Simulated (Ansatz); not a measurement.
Stepwise reaction of `[OH][Zr]([OH])([c]1ccccc1)[c]1ccccc1` with hydrogen chloride, as a gas-phase model of exchange steps in deposition or etching. ΔE in kJ/mol.

Isolated molecules relaxed with PBE0-D4/def2-TZVP in Ansatz; ΔE leaves out vibrations. CCSD(T)/CBS adds triple-zeta CCSD(T) − MP2 to the extrapolated MP2 energy (def2 sets, frozen cores). This one scheme is used for every species. Functionals use def2-TZVPP. B3LYP here is the variant with VWN-RPA as its local correlation; programs differ in this. Elements past krypton have def2 core potentials. For Zr outer-core shells are correlated without core-valence functions, which leaves a few kJ/mol of doubt a bond. Each species was taken in one conformer, which may not be the lowest.

```csv
step,reaction,PBE-D4,B3LYP-D4,ωB97M-V,CCSD(T)/CBS
1,`[OH][Zr]([OH])([c]1ccccc1)[c]1ccccc1` + HCl → `[OH][Zr]([OH])([Cl])[c]1ccccc1` + `c1ccccc1`,-207.3,-212.8,-215.7,-208.7
2,`[OH][Zr]([OH])([Cl])[c]1ccccc1` + HCl → `[OH][Zr]([OH])([Cl])[Cl]` + `c1ccccc1`,-197.3,-202.3,-206.1,-198.6
```

**Question.** By hand: ΔE of the 2 steps together at CCSD(T)/CBS.

**Answer.** (-208.7) + (-198.6) = -407.3 kJ/mol, or -203.6 kJ/mol a step.

In ΔE each step is higher than the one before. All are downhill at CCSD(T)/CBS. PBE-D4 differs from CCSD(T)/CBS by 1.3 to 1.4 kJ/mol a step. Isolated molecules leave out the surface, adducts and barriers. Largest T1 diagnostic: 0.016.
